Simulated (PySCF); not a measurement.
BeClHS, SMILES [Cl][Be][SH]. Geometry: r2SCAN-D4/def2-TZVP. Other conformers were not sampled.

Question: Give the equilibrium geometry at r2SCAN-D4/def2-TZVP (PySCF confirms it by a frequency run) as Cartesian coordinates in Å, and its point group. (The exact figures need the calculation; the answer reports its results.)

Answer: This is not unique; one that fits is point group Cs.
```xyz
4

Be     0.0242    -0.0432     0.0000
Cl    -0.0042    -1.8514     0.0000
S      0.0777     1.8577     0.0000
H     -1.2676     1.9229     0.0000
```
